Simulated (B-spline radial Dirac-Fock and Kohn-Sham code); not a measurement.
## K-line shifts caused by a second vacancy in Sb¹²⁺

System: Sb¹²⁺, [Kr] 4d3.

Calculated with a radial finite-basis atomic code, using ΔSCF Dirac-Fock with Breit, self-energy and vacuum polarisation, finite nucleus, configuration average. Each two-hole energy is an average over J within one jj subconfiguration, not an observable level; in light atoms, where LS coupling holds, the j-resolved values are not observed lines, and for a K spectator the Kα1 hypersatellite is nearly forbidden. Correlation energy is missing from these numbers.

Lines without a spectator: Kα2 (K-L2) 26107.8 eV, Kα1 (K-L3) 26356.3 eV, Kβ3 (K-M2) 29683.3 eV, Kβ1 (K-M3) 29730.7 eV. Shifts in eV with one spectator hole (a dash: not computed, or left out as unreliable):

```
spectator hole    Kα2     Kα1     Kβ3     Kβ1
    L2 (2p1/2)  +66.0   +83.4       –  +176.8
    L3 (2p3/2)  +63.7   +64.2  +155.5       –
    M2 (3p1/2)      –  +10.13  +23.73  +28.45
    M3 (3p3/2)  +7.40       –  +24.16  +23.69
    M4 (3d3/2)  +1.61   -1.11       –       –
    M5 (3d5/2)  -1.67   +0.41       –       –
```

Task: Where does the K-L3 hypersatellite lie, emitted when both K electrons are missing?

Result: +610.9 eV from the normal line, at 26967.3 eV. Removing both K electrons costs 62372.8 eV, which is 841.5 eV more than twice the K binding energy.

With n spectator holes in 2p, averaged over the 2p shell (energies in eV):

```
n     KαLⁿ   step  hypersatellite KαʰLⁿ
0  26273.4      –               26877.8
1  26342.8  +69.3               26948.6
2  26413.4  +70.7               27020.8
3  26485.4  +72.0               27094.4
4  26558.8  +73.4               27169.3
5  26633.5  +74.7               27245.5
```
